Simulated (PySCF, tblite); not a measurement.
Compound: C4H9NSi2.
Z-matrix (Å and degrees, GFN2-xTB geometry), rows numbered from 1:
```
Si
N   1  1.7317
Si  2  1.7322  1  127.82
C   3  1.8871  2  112.45  1  -172.28
C   4  1.3361  3  109.08  2  -122.07
C   5  1.4580  4  116.47  3     2.05
C   6  1.3371  5  116.41  4    -0.52
H   1  1.4636  2  105.44  3   170.50
H   1  1.4681  2  112.30  3   -69.42
H   1  1.4608  2  106.66  3    50.73
H   2  1.0078  1  115.04  3   160.47
H   3  1.4624  2  108.26  1   -43.85
H   4  1.0768  3  128.60  2    60.67
H   5  1.0819  4  124.30  3  -178.61
H   6  1.0820  5  119.22  4   179.07
H   7  1.0776  3  128.95  2   -64.43
```

Computed with B3LYP/def2-SVPD in PySCF (dipole) on a GFN2-xTB geometry, gas phase.

Take the most abundant isotopes and a rigid rotor. The values belong to one conformer with, in the numbering `[SiH3:1][NH:2][SiH:3]1[CH:4]=[CH:5][CH:6]=[CH:7]1`, Si1–N2–Si3–C4 -172°.

Task: What are A, B and C (MHz)?

Result: Ia = 100.65, Ib = 536.47, Ic = 591.45 u·Å²; 505379 MHz·u·Å²/I gives A = 5021, B = 942.1, C = 854.5 MHz.

Task: What kind of rotor is it?

Result: A near-prolate asymmetric top: κ = (2 × 942.1 − 5021 − 854.5)/(5021 − 854.5) = -0.96.

Task: What does the inertial defect say?

Result: Not planar: Δ = Ic − Ia − Ib = -45.66 u·Å². For a rigid frame Δ = −2 Σ m c², so Σ m c² = 22.83 u·Å² lies off the ab plane: 9.36 from hydrogen and 13.47 from heavier atoms. The atom farthest from that plane is 1.96 Å away.

Task: Give the other two planar moments, Paa and Pbb, and the rms extents of the mass along the axes.

Result: Paa = Σ m a² = (Ib + Ic − Ia)/2 = 513.63 and Pbb = Σ m b² = (Ia + Ic − Ib)/2 = 77.82 u·Å². With the mass M = 127.03 u, the rms extents √(P/M) along a, b and c are 2.01, 0.78, 0.42 Å.

Task: Where do the levels up to J = 2 lie, in cm⁻¹?

Result: Above 0(0,0):
J = 1: 1(0,1) 0.0599, 1(1,1) 0.1960, 1(1,0) 0.1989
J = 2: 2(0,2) 0.1797, 2(1,2) 0.3129, 2(1,1) 0.3217, 2(2,1) 0.7299, 2(2,0) 0.7299
Those of J = 1 are B + C, A + C and A + B.

Task: Which lines would a microwave search look for?

Result: The dipole components are |μa| = 0.35 D, |μb| = 0.05 D, |μc| = 0.83 D. Intensities carry the squares of the components, which stand as 0.18 : 0.00 : 1.00 (a : b : c). Some lines, for components of 0.1 D or more:

```
type  branch         J(Ka,Kc)    MHz  lower level (cm⁻¹)
   a       R  2(0,2) ← 1(0,1)   3592               0.060
   c       Q  3(1,3) ← 3(0,3)   3866               0.359
   a       R  4(2,3) ← 3(2,2)   7185               0.910
   a       R  4(3,2) ← 3(3,1)   7189               1.597
   a       R  4(2,2) ← 3(2,1)   7199               0.910
   c       Q  2(2,1) ← 2(1,1)  12237               0.322
   c       R  4(2,2) ← 3(1,2)  19313               0.506
   c       Q  4(3,2) ← 4(2,2)  20598               1.150
   c       R  3(3,1) ← 2(2,1)  26005               0.730
   c       R  4(3,1) ← 3(2,1)  27797               0.910
   c       Q  5(4,2) ← 5(3,2)  28856               2.137
```

Its GFN2-xTB frequencies are all real (lowest 33 cm⁻¹). Constants of a rigid frame at the computed geometry: no zero-point averaging, no centrifugal distortion. A rigid rotor knows nothing of inversion at nitrogen or internal rotation, which can split or shift real lines. Quadrupole hyperfine structure (14N) is left out.
